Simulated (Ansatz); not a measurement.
Coupled-cluster diagnostics for Si(NH2)4 (SiN₄H₈), Ansatz.

Geometry of the singlet (r2SCAN-D4/def2-SVP):

```csv
atom,x (Å),y (Å),z (Å)
Si1,0.000,0.000,0.000
N2,-0.007,1.559,0.760
H3,-0.887,2.058,0.841
H4,0.751,2.203,0.560
N5,-1.372,-0.774,0.724
H6,-1.503,-0.698,1.728
H7,-1.643,-1.696,0.398
N8,1.645,-0.507,0.206
H9,2.085,-0.382,1.113
H10,1.945,-1.380,-0.217
N11,-0.265,-0.278,-1.691
H12,-1.194,-0.125,-2.072
H13,0.445,0.019,-2.353
```

Correlated methods freeze 9 core orbitals.

Question: Estimate the CCSD(T) correlation energy, the shares of MP2 and (T), T1 and the reference's ⟨S²⟩ for: charge 0, singlet, own geometry in def2-TZVP; and the rough time on 4 threads of Intel Xeon on a shared host.

Answer: 
```tsv
state	basis	correlation (eV)	MP2 share (%)	(T) share (%)	T1	⟨S²⟩ (pure)	wall time
charge 0, singlet, own geometry	def2-TZVP	-28.127	92.8	3.6	0.010	0.00 (0.00)	1.8 min
```
Customary marks for T1 are 0.02 (closed shells), 0.045 (open shells) and about 0.05 (3d metals). T1 stays under 0.02 throughout.
